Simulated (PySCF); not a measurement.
# Stretching CdP

Set-up: PySCF, scalar-relativistic core potentials, basis sets Cd def2-SVPD with ECP28, P def2-SVPD. Energies in eV from Cd + P in their ground configurations at the same level. All curves are PBE0. state 1: ⁴Σ⁻ (quartet), unpaired electrons σ ↑, π ↑↑; state 2: Ms = 0.5 determinant of mixed spin (⟨S²⟩ near 1.8), unpaired electrons σ ↓, π ↑↑, a second solution, started from another occupation; state 3: Ms = 0.5 determinant of mixed spin (⟨S²⟩ near 1.8), unpaired electrons σ ↑, π ↑↓, a mixture of terms (⟨Lz²⟩ = 2.0), a second solution, started from another occupation; state 4: doublet, unpaired electrons π ↑, a second solution, started from another occupation.

| R (Å) | state 1 | state 2 | state 3 | state 4 |
| --- | --- | --- | --- | --- |
| 2.323 | -0.0220 | 0.2248 | 0.4503 | 0.2932 |
| 2.431 | -0.2129 | 0.0530 | 0.2724 | 0.2979 |
| 2.539 | -0.3062 | -0.0138 | 0.1954 | 0.3808 |
| 2.620 | -0.3342 | -0.0174 | 0.1816 | 0.4736 |
| 2.701 | -0.3387 | 0.0057 | 0.1926 | 0.5806 |
| 2.782 | -0.3279 | 0.0465 | 0.2199 | 0.6947 |
| 2.890 | -0.3002 | 0.1168 | 0.2703 | 0.8489 |
| 3.025 | -0.2570 | 0.2134 | 0.3412 | 1.0334 |
| 3.187 | -0.2056 | 0.3239 | 0.4222 | 1.2321 |
| 3.403 | -0.1492 | 0.4437 | 0.5095 | 1.4498 |

Put a parabola through the three lowest points of the state 1 curve and estimate Re, k and ωe (reduced mass 24.35 u; 1 eV/Å² = 0.16022 mdyn/Å; ωe = 1302.8·√(k/μ) cm⁻¹).

Through R = 2.62, 2.701, 2.782 Å the second-order coefficient is 1.17 eV/Å², so Re ≈ 2.684 Å, k ≈ 0.374 mdyn/Å and ωe ≈ 161 cm⁻¹. A polynomial fit of higher order to the unrounded PBE0 energies gives Re = 2.679 Å, k = 0.414 mdyn/Å, ωe = 170 cm⁻¹; anharmonicity and rounding make the difference.

The higher-order fit for each curve: state 1: Re = 2.679 Å, ωe = 170 cm⁻¹, De = 0.339 eV; state 2: Re = 2.588 Å, ωe = 229 cm⁻¹, minimum 0.020 eV below the ground-state fragments; state 3: Re = 2.619 Å, ωe = 205 cm⁻¹, minimum 0.182 eV above the ground-state fragments. State 4 gave no clean fit.

The bond is weak. Basis-set superposition, not corrected here, can be much of De in a small basis, most of all at correlated wavefunction levels. Functionals without a dispersion term scatter widely for such bonds, and LDA overbinds them. Spin–orbit coupling is left out. The state was picked by a PBE0 search and need not be the measured ground state.
